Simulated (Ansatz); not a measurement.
Ansatz (an electronic-structure program) input:

Ansatz 0.2 input:
```yaml
crystal:
  periodic: [false, false, false]
  atoms:
    - {symbol: C, position_ang: [1.49283847, 0.11803120, 0.55134312]}
    - {symbol: C, position_ang: [1.16184014, 0.76198898, -0.60934125]}
    - {symbol: O, position_ang: [-0.14198325, 0.55123844, -0.92403923]}
    - {symbol: C, position_ang: [-0.68484165, -0.25804537, 0.06303390]}
    - {symbol: C, position_ang: [0.33068342, -0.53717572, 0.99505878]}
    - {symbol: C, position_ang: [-2.00189838, -0.62259058, -0.01985084]}
    - {symbol: H, position_ang: [2.46199795, 0.12242251, 1.02121487]}
    - {symbol: H, position_ang: [1.72123633, 1.37892661, -1.29021849]}
    - {symbol: H, position_ang: [0.21271719, -1.14361675, 1.87678564]}
    - {symbol: H, position_ang: [-2.61878457, -0.28921796, -0.83986148]}
    - {symbol: H, position_ang: [-2.43303289, -1.25167297, 0.74293099]}
basis:
  gaussian:
    orbitals: def2-TZVPD
hamiltonian:
  xc: {name: r2SCAN}
magnetization: {spin_polarized: true, initial_magnetization: 1}
output: {forces: true}
```

Task: Predict the final energy.

Result: -268.65582 Eh (r2SCAN/def2-TZVPD). The basis has 270 functions.

It need not be the lowest isomer of its formula.
